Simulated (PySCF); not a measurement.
First SCF of a structure search on doublet Ta(OH)2, at a hand-made linear (heavy-atom frame) geometry. PySCF input:

```python
from pyscf import gto, scf, dft
mol = gto.M(atom='''
Ta     0.000000     0.000000     0.000000
O      0.000000     0.000000     2.090000
O      0.000000     0.000000    -2.090000
H     -0.735400     0.000000     2.707100
H      0.735400     0.000000    -2.707100''',
    basis={'Ta': 'def2-TZVP', 'O': 'def2-TZVP', 'H': 'def2-TZVP'},
    ecp={'Ta': 'def2-TZVP'},
    charge=0, spin=1)
mf = dft.UKS(mol, xc='PBE0')
mf.grids.atom_grid = (50, 194)
aux = {'Ta': 'def2-universal-JKFIT', 'O': 'def2-universal-JKFIT', 'H': 'def2-universal-JKFIT'}
mf = mf.density_fit(auxbasis=aux)
mf.conv_tol = 1e-08
mf.diis_space = 10
mf.max_cycle = 60
mf.init_guess = 'minao'
mf.verbose = 4
mf.kernel()
```

Excerpt of the output (cycles alone):

```
init E= -189.655510187171
cycle= 1 E= -208.346647853219  delta_E= -18.7  |g|= 0.713  |ddm|= 3.78
cycle= 2 E= -207.879678462987  delta_E= 0.467  |g|=  1.3  |ddm|= 1.24
cycle= 3 E= -208.506433692083  delta_E= -0.627  |g|= 0.226  |ddm|= 0.714
cycle= 4 E= -208.534606888345  delta_E= -0.0282  |g|= 0.0391  |ddm|= 0.358
cycle= 5 E= -208.535508507214  delta_E= -0.000902  |g|= 0.00454  |ddm|= 0.0672
cycle= 6 E= -208.535536766554  delta_E= -2.83e-05  |g|= 0.00163  |ddm|= 0.0102
cycle= 7 E= -208.535551756581  delta_E= -1.5e-05  |g|= 0.00101  |ddm|= 0.00904
cycle= 8 E= -208.535565750502  delta_E= -1.4e-05  |g|= 0.000457  |ddm|= 0.0146
cycle= 9 E= -208.535568475394  delta_E= -2.72e-06  |g|= 0.000218  |ddm|= 0.00657
cycle= 10 E= -208.535569249068  delta_E= -7.74e-07  |g|= 0.000129  |ddm|= 0.00359
cycle= 11 E= -208.535569495896  delta_E= -2.47e-07  |g|= 8.66e-05  |ddm|= 0.00177
cycle= 12 E= -208.535569668421  delta_E= -1.73e-07  |g|= 5.33e-05  |ddm|= 0.00177
cycle= 13 E= -208.535569742921  delta_E= -7.45e-08  |g|= 2.12e-05  |ddm|= 0.00157
cycle= 14 E= -208.535569750506  delta_E= -7.58e-09  |g|= 6.01e-06  |ddm|= 0.000576
Extra cycle  E= -208.535569750613  delta_E= -1.07e-10  |g|= 8.9e-06  |ddm|= 2.41e-05
converged SCF energy = -208.535569750613  <S^2> = 0.75579995  2S+1 = 2.0057916
```

No lower solution of this spin was found from smeared starts or by a stability analysis within the unrestricted form.

With open d or f shells other occupations or spin states may lie lower. With an element this heavy the missing spin–orbit coupling can shift these numbers.

The search for the lowest solution, 3 starts and the stability check together, took 16 s on 4 threads of a shared Arm Neoverse V1 host, with 114 basis functions; the process peaked at 0.6 GiB.
